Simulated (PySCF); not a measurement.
**Question.** Give a GFN2-xTB geometry of `Nc1ccccc1F`.

**Answer.** 
```
atom  x, y, z in Å
N1    -2.2873   -0.1141    0.0450
C2    -0.9138   -0.0643    0.0401
C3    -0.1311   -1.1407    0.4590
C4     1.2473   -1.0926    0.3745
C5     1.8866    0.0281   -0.1277
C6     1.1347    1.1142   -0.5459
C7    -0.2375    1.0537   -0.4569
F8    -0.9790    2.1265   -0.8511
H9    -2.7680    0.7664   -0.0440
H10   -2.7186   -0.7868    0.6558
H11   -0.6243   -2.0182    0.8510
H12    1.8284   -1.9391    0.7080
H13    2.9624    0.0610   -0.1932
H14    1.5993    2.0054   -0.9368
```

Orientation and origin are arbitrary. Atoms count from 1 in this order. Of the pairs four or more bonds apart, F8···H9 is among the closest relative to their van der Waals radii: 2.39 Å, 89 % of the sum of Bondi's values. N1 (aniline-type nitrogen) has angles 117.1°, 116.4° and 115.7°, sum 349.2°, 0.21 Å off the plane of its three neighbours. The 6 C–C bonds span 1.376 Å (C6–C7, aromatic) to 1.398 Å (C2–C7, aromatic), a spread of 0.022 Å. The 6-membered ring C2–C3–C4–C5–C6–C7 has internal angles of 116.9° to 122.7°; it is planar, 0.00 Å rms from its mean plane, widest ring torsion 0°.

Bonds between heavy atoms (Å): N1–C2 1.374, C2–C3 1.395, C3–C4 1.382, C4–C5 1.384, C5–C6 1.386, C6–C7 1.376, C7–F8 1.362, C2–C7 1.398.

The geometry is computed with GFN2-xTB (gas phase).

Point group: near Cs, missed by 0.31 Å at most; the miss may be what the optimiser left on a soft mode. Whether it is a minimum is left open (no frequencies).
